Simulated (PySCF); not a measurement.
# Correlation energy of B (boron, neutral)

[He] 2s1 2p1 3s1, high-spin 4P determinant (an excited configuration). All numbers are calculated (PySCF 2.14, the non-relativistic Hamiltonian (point nucleus), in aug-cc-pwCVQZ). Frozen: nothing; 5 electrons correlated.

MP2 pair energies summed by pair of shells (mhartree):

```
 pair  energy  share (%)
1s-1s  -38.42       74.1
1s-2s   -3.49        6.7
1s-2p   -3.38        6.5
2s-2p   -3.36        6.5
2p-3s   -1.51        2.9
2s-3s   -1.42        2.7
1s-3s   -0.25        0.5
```

Total MP2 correlation energy: -51.83 mhartree.

Same-spin part -8.51 and opposite-spin part -43.32 mhartree; SCS-MP2 scales them by 1/3 and 6/5 to -54.82 mhartree.
